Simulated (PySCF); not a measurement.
C5H5, SMILES C1CC=C[C]=1, multiplicity 2. Atoms are numbered in the order given.

```xyz
10

C     -1.2552     0.0386     0.0000
C     -0.5136     1.1526     0.0000
C      0.9205     0.6898     0.0000
C      0.8288    -0.8071     0.0000
C     -0.4707    -1.1828     0.0000
H     -0.8339     2.1942     0.0000
H      1.4710     1.0637    -0.8836
H      1.4710     1.0637     0.8836
H      1.6965    -1.4694     0.0000
H     -0.8635    -2.1998     0.0000
```
Charge 0, spin multiplicity 2.

The structure is a stationary point at PBE0-D3(BJ)/def2-SVP. The isomer is the one that the SMILES or the coordinates give; other isomers of the formula were not compared. The values are those of a single conformer.

Two levels are set side by side: PBE/pcH-1 (PySCF) and B3LYP/pcH-1 (PySCF). Contact hyperfine couplings, same geometry. Differences are taken from unrounded values.

```csv
quantity,B3LYP
"A(iso) of 13C, atom C1 (MHz)",430.4
"A(iso) of 13C, atom C2 (MHz)",22.6
"A(iso) of 13C, atom C3 (MHz)",66.7
"A(iso) of 13C, atom C4 (MHz)",53.8
"A(iso) of 13C, atom C5 (MHz)",47.5
"A(iso) of 1H, atom H6 (MHz)",34.4
"A(iso) of 1H, atom H7 (MHz)",-3.4
"A(iso) of 1H, atom H8 (MHz)",-3.4
"A(iso) of 1H, atom H9 (MHz)",11.9
"A(iso) of 1H, atom H10 (MHz)",8.8
```

Task: What does PBE give, and how far is it from B3LYP? (Estimate from the structure and the level; the computed values follow.)

Result: 
| quantity | PBE | PBE minus B3LYP |
|---|---|---|
| A(iso) of 13C, atom C1 (MHz) | 404.4 | -25.9 |
| A(iso) of 13C, atom C2 (MHz) | 26.3 | 3.7 |
| A(iso) of 13C, atom C3 (MHz) | 66.8 | 0.1 |
| A(iso) of 13C, atom C4 (MHz) | 54.1 | 0.3 |
| A(iso) of 13C, atom C5 (MHz) | 46.0 | -1.5 |
| A(iso) of 1H, atom H6 (MHz) | 33.0 | -1.3 |
| A(iso) of 1H, atom H7 (MHz) | -2.4 | 0.9 |
| A(iso) of 1H, atom H8 (MHz) | -2.4 | 0.9 |
| A(iso) of 1H, atom H9 (MHz) | 13.1 | 1.2 |
| A(iso) of 1H, atom H10 (MHz) | 9.2 | 0.4 |

Rough cost on one machine, each run with all the roots and properties that it gave: B3LYP against PBE within a factor of 2.
